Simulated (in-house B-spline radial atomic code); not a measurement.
Results of a calculation; reference values are marked as such.
C6 from the polarisability at imaginary frequency: Sn4+

PBE linear response of the closed shell [Kr] 4d10, from a B-spline radial code for spherical atoms; scalar-relativistic (spin-free one-electron X2C), finite nucleus, no spin-orbit coupling; shells from n = 2 respond.

The dispersion coefficient of two like species is C6 = (3/π) ∫ α(iu)² du from 0 to ∞.

| u (hartree) | α(iu) (bohr³) |
| --- | --- |
| 0 | 2.421 |
| 0.335 | 2.341 |
| 0.783 | 2.064 |
| 1.34 | 1.665 |
| 2.24 | 1.151 |
| 3.35 | 0.7543 |
| 5.03 | 0.4423 |
| 7.83 | 0.2282 |
| 11.2 | 0.1303 |
| 16.8 | 0.06888 |
| 28 | 0.03081 |
| 55.9 | 0.009864 |

Task: Fit one oscillator, α(iu) = α(0)/(1 + u²/ω²), through u = 3.35 and estimate C6.

Result: From α(0)/α(iu) − 1 = 2.421/0.7543 − 1 = 2.2096, ω = u/√2.2096 = 2.2537 hartree (61.3 eV). London's formula gives C6 = (3/4) α(0)² ω = 0.75 × 2.421² × 2.2537 = 9.907 hartree·bohr⁶, and the oscillator holds f = α(0) ω² = 12.30 electrons, of a sum of oscillator strengths of 44.5.

Task: How does that compare with the full integral?

Result: The program's quadrature over all excitations gives C6 = 9.416, so the single oscillator is off by +5.2 %. At the last point the fit gives α = 0.00393 against 0.00986: higher excitations, and deeper shells where there are any, keep the true curve higher at large u.
